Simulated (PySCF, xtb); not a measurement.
C₂H₁₃NSi₃, SMILES C[Si@H](C[SiH3])[SiH2]N. One conformer was computed; it need not be the lowest.

Harmonic wavenumbers (cm⁻¹) from xtb 6.7.1 with GFN2-xTB at its own minimum, in rising order: 8, 44, 87, 110, 119, 130, 160, 181, 207, 221, 412, 444, 490, 513, 518, 589, 595, 622, 672, 694, 721, 724, 784, 791, 797, 811, 816, 824, 826, 849, 885, 1022, 1134, 1372, 1460, 1494, 1498, 1537, 2070, 2114, 2210, 2221, 2245, 2254, 2959, 2972, 3023, 3028, 3032, 3472, 3508.

Question: What does PySCF with PBE-D3(BJ)/def2-SVP give at its own minimum? (An estimate is asked for; the answer gives what the named calculation found.)

Answer: 37, 54, 85, 111, 125, 145, 177, 189, 222, 251, 401, 446, 461, 480, 534, 610, 650, 663, 677, 690, 737, 755, 776, 799, 828, 857, 892, 902, 912, 918, 933, 984, 1021, 1206, 1326, 1384, 1387, 1500, 2055, 2132, 2150, 2153, 2158, 2166, 2970, 2979, 3044, 3071, 3072, 3467, 3559. Paired by order, the mean absolute difference is 41 cm⁻¹ and the zero-point energies are 86.2 and 85.9 kcal/mol.
